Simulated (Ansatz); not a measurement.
C$_{3}$H$_{6}$AlCl, SMILES `C=[C](Cl)[AlH][CH3]` from Hartree–Fock to CCSD(T)

| atom | x (Å) | y (Å) | z (Å) |
| --- | --- | --- | --- |
| C1 | -0.274 | -0.199 | 1.900 |
| C2 | -1.142 | -0.052 | 0.901 |
| Cl3 | -2.851 | -0.022 | 1.278 |
| Al4 | -0.609 | 0.132 | -0.975 |
| C5 | 1.301 | 0.096 | -1.361 |
| H6 | 0.790 | -0.220 | 1.682 |
| H7 | -0.571 | -0.301 | 2.940 |
| H8 | -1.736 | 0.300 | -2.075 |
| H9 | 1.510 | 0.189 | -2.429 |
| H10 | 1.759 | -0.835 | -1.012 |
| H11 | 1.823 | 0.912 | -0.849 |

Total charge 0; spin multiplicity 1. All single points use the PBE0-D4/def2-TZVP geometry. It is one conformer, not always the lowest. Frozen core, restricted reference, Ansatz. CBS rows extrapolate triple and quadruple zeta; past MP2 they add the triple-zeta difference.

```tsv
basis	HF (Eh)	MP2 corr.
def2-TZVPP	-818.55783	-0.76611
def2-QZVPP	-818.58303	-0.82324
```

Task: Estimate the CCSD correlation energy and the (T) correction in each basis where they were run (hartree).

Result: 
| basis | CCSD corr. | (T) |
| --- | --- | --- |
| def2-TZVPP | -0.81934 | -0.03644 |
| CBS(def2) | -0.91878 | as TZ |
